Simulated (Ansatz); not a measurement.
Z-matrix (Å, degrees):
```
C
N 1 1.467
H 1 1.090 2 109.2
H 1 1.090 2 109.2 3 118.8
H 1 1.096 2 110.6 3 -120.6
C 2 1.467 1 110.1 3 -178.6
C 2 1.467 1 110.1 3 59.8
Al 2 2.053 1 108.8 3 -59.4
H 6 1.090 2 109.2 1 59.8
H 6 1.090 2 109.2 1 178.6
H 6 1.096 2 110.6 1 -60.8
H 7 1.090 2 109.2 1 -178.6
H 7 1.096 2 110.6 1 60.8
H 7 1.090 2 109.2 1 -59.7
H 8 1.606 2 99.8 1 -60.0
H 8 1.606 2 99.8 1 60.0
H 8 1.606 2 99.8 1 -180.0
```

Total charge 0; spin multiplicity 1.

(1) List the ωB97M-V/def2-TZVPP orbital energies in eV (the Gaussian-basis code of Ansatz). (Estimate.)

Answers

(1) Computed: Occupied: -1530.51, -396.57, -282.77, -282.77, -282.77, -115.14, -74.75, -74.64, -74.64, -30.14, -23.56, -23.56, -20.45, -17.58, -16.71, -16.71, -14.61, -14.61, -13.64, -13.56, -13.56, -13.08, -10.94, -9.61, -9.60. Lowest empty: 1.91, 2.63, 3.08, 3.08, 3.45, 3.90, 3.90, 4.24.
